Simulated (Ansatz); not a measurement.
A nudged elastic band was laid between two geometries of BClFH$_{4}$N (8 atoms, charge 0, multiplicity 1).

Computed with RKS LDA/cc-pVDZ in Ansatz.

```json
{
 "movable images": "7",
 "climbing image": "yes",
 "spring": "5.0 eV/Å²",
 "optimiser": "quadratic models (default)",
 "start path": "through a guess of the saddle point",
 "force threshold": "0.05 eV/Å",
 "iteration limit": "60",
 "end points": "relaxed"
}
```

Image 0:

```xyz
8
Properties=species:S:1:pos:R:3
B 0.002 -0.149 0.180
H 0.134 0.648 1.107
F 1.091 -0.301 -0.649
Cl -1.582 0.109 -0.752
N -0.224 -1.609 0.831
H -0.452 -2.272 0.066
H 0.620 -1.941 1.331
H -1.025 -1.591 1.484
```

Image 8:

```xyz
8
Properties=species:S:1:pos:R:3
B 0.082 -0.680 -0.716
H -0.744 -0.093 3.003
F 1.269 -0.174 -1.057
Cl -1.354 -0.108 -1.574
N -0.024 -1.628 0.296
H -0.917 -2.050 0.556
H 0.796 -1.987 0.791
H -0.545 -0.384 2.300
```

Problem. What changes between the two ends?

Solution. Bonds broken: B1–H2, N5–H8. Bonds formed: H2–H8. BClFH4N becomes BClFH2N + H2.

Problem. Give the energies along the band, and the barrier.

Solution. The run converged. The highest image is number 3 of 0 to 8, 1.45 eV above the first end and 1.21 eV above the last; the last end lies 0.24 eV above the first. A vibrational analysis at the climbing image gives one clearly imaginary mode, 1151i cm⁻¹: a first-order saddle point. The orbitals stay closed-shell, which can raise the energy where a bond breaks towards radicals; this wasn't checked here.

```tsv
image	path coordinate (Å)	energy (eV)	B1–H2 (Å)	N5–H8 (Å)	H2–H8 (Å)
0	0.00	0.00	1.23	1.03	2.55
1	0.69	0.02	1.23	1.03	2.42
2	1.38	0.36	1.25	1.04	1.77
3	2.07	1.45	1.43	1.40	1.02
4	2.73	0.57	2.04	2.02	0.80
5	3.39	0.27	2.68	2.52	0.78
6	4.04	0.25	3.17	2.50	0.79
7	4.70	0.24	3.53	2.44	0.79
8	5.36	0.24	3.85	2.42	0.79
```

Problem. What is the geometry of the highest image?

Solution. 
```xyz
8
Properties=species:S:1:pos:R:3
B -0.069 -0.402 0.091
H -0.310 0.388 1.259
F 1.177 -0.060 -0.310
Cl -1.449 0.005 -0.993
N -0.189 -1.775 0.756
H -0.925 -2.399 0.400
H 0.709 -2.259 0.894
H -0.379 -0.604 1.501
```

Problem. What are the harmonic wavenumbers there?

Solution. 1151i, 227, 297, 334, 487, 618, 714, 760, 920, 1022, 1107, 1258, 1285, 1435, 1902, 2075, 3422, 3545 cm⁻¹.

Run time: 2.5 min on 1 thread of Arm Neoverse V2 (shared host), peak memory 0.11 GiB.
